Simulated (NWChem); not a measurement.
**Correlation energy of thionyl fluoride (F2OS)**

SMILES: O=S(F)F
```xyz
4

O     -1.3917    -0.3297     0.0000
S     -0.1604     0.4112     0.0000
F      0.7611    -0.2190     1.1690
F      0.7611    -0.2190    -1.1690
```
Charge 0, spin multiplicity 1.

Everything below was run with NWChem. All single points use one geometry, from PBE0/def2-SVP, a minimum by its harmonic frequencies.

Basis set: def2-SVP. Each correlation energy counts from its own Hartree-Fock reference.

The correlated methods keep 8 core orbitals frozen. Coupled-cluster values serve here as a point of comparison, not as the truth.

### Question
Order these methods by the correlation energy they give, lowest first: MP2, CR-CCSD(T), CCSD, CCSD+T(CCSD).

### Answer
CCSD+T(CCSD) (-732.6 mHa), CR-CCSD(T) (-725.1 mHa), CCSD (-710.6 mHa), MP2 (-705.9 mHa)
